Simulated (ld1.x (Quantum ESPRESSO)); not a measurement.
## Scattering properties, RRKJ potential for Ni (Z = 28)

```json
{
  "Element": "Ni",
  "Generator": "ld1.x (Quantum ESPRESSO) 7.5",
  "Type": "norm-conserving RRKJ (Kleinman–Bylander form)",
  "Functional": "PBE",
  "Relativity": "scalar-relativistic",
  "Frozen core": "[Ne]",
  "Valence charge": "18",
  "Reference configuration": "3s2 3p6 3d9 4s1 4p0",
  "Partial waves": "3s (bound): rc 0.85 bohr; 3p (bound): rc 1.05 bohr; 3d (bound): rc 1.35 bohr",
  "Local potential": "all-electron potential smoothed inside 1.15 bohr (lloc = -2)",
  "Core correction": "Bessel-smoothed model core inside 0.75 bohr",
  "rho0": "0.02"
}
```

Occupied shells without a wave of their own: 4s. They enter only through the test configuration that unscreens the potential, and ld1.x also counts them in the model core charge.

The phase is arctan(r·u′/u) with u = r·R(r), unwrapped; energies in Ry, scanned from -10 to 5 Ry. A pole is an energy at which the radial function vanishes at the test radius. The pseudo phase is shifted by a multiple of π to meet the all-electron one at the reference energy, and phase errors are pseudo minus all-electron; the curves can meet again beyond the range given. Levels narrower than the energy grid can be missing from the lists of poles.

```json
{"channel": "s", "radius (bohr)": "1.51", "reference energy (Ry)": "-7.79", "poles, all-electron": "-7.39", "poles, pseudo": "-7.39", "unbroken range about the reference energy with phases within 0.05 rad": "below 0.0", "phase error 1 Ry above the reference energy (rad)": "-0.000"}
{"channel": "p", "radius (bohr)": "1.51", "reference energy (Ry)": "-4.89", "poles, all-electron": "-4.30", "poles, pseudo": "-4.30", "unbroken range about the reference energy with phases within 0.05 rad": "below 2.9", "phase error 1 Ry above the reference energy (rad)": "+0.001"}
{"channel": "d", "radius (bohr)": "1.51", "reference energy (Ry)": "-0.34", "poles, all-electron": "0.76", "poles, pseudo": "0.79", "unbroken range about the reference energy with phases within 0.05 rad": "below 3.6", "phase error 1 Ry above the reference energy (rad)": "+0.007"}
```

ld1.x takes every shell without a wave as core, so the model core holds the 4s electrons as well and exchange and correlation see them twice. This cancels in the reference configuration, but the file is broken for other ones, and its errors say nothing about a proper core correction.

Phases in the p channel:

```csv
E (Ry),all-electron,pseudo
-10.00,1.329,1.329
-9.76,1.324,1.325
-9.52,1.319,1.319
-9.28,1.313,1.314
-9.04,1.307,1.308
-8.80,1.300,1.301
-8.56,1.293,1.293
-8.32,1.284,1.285
-8.08,1.275,1.275
-7.84,1.264,1.264
-7.60,1.251,1.251
-7.36,1.235,1.236
-7.12,1.216,1.217
-6.88,1.193,1.194
-6.64,1.162,1.163
-6.40,1.119,1.120
-6.16,1.056,1.058
-5.92,0.954,0.955
-5.68,0.756,0.758
-5.44,0.300,0.302
-5.20,-0.561,-0.561
-4.96,-1.145,-1.145
-4.72,-1.391,-1.391
-4.48,-1.514,-1.513
-4.24,-1.586,-1.586
-4.00,-1.635,-1.635
-3.76,-1.671,-1.670
-3.52,-1.699,-1.698
-3.28,-1.722,-1.721
-3.04,-1.741,-1.740
-2.80,-1.759,-1.757
-2.56,-1.775,-1.773
-2.32,-1.790,-1.788
-2.08,-1.804,-1.802
-1.84,-1.818,-1.815
-1.60,-1.832,-1.829
-1.36,-1.845,-1.842
-1.12,-1.860,-1.856
-0.88,-1.874,-1.870
-0.64,-1.889,-1.885
-0.40,-1.905,-1.900
-0.16,-1.922,-1.917
0.08,-1.941,-1.934
0.32,-1.960,-1.952
0.56,-1.982,-1.973
0.80,-2.005,-1.995
1.04,-2.031,-2.019
1.28,-2.060,-2.046
1.52,-2.093,-2.076
1.76,-2.130,-2.110
2.00,-2.172,-2.148
2.24,-2.220,-2.192
2.48,-2.277,-2.242
2.72,-2.344,-2.301
2.96,-2.422,-2.370
3.20,-2.515,-2.451
3.44,-2.625,-2.546
3.68,-2.753,-2.658
3.92,-2.901,-2.787
4.16,-3.064,-2.934
4.40,-3.237,-3.095
4.64,-3.410,-3.263
4.88,-3.572,-3.429
```
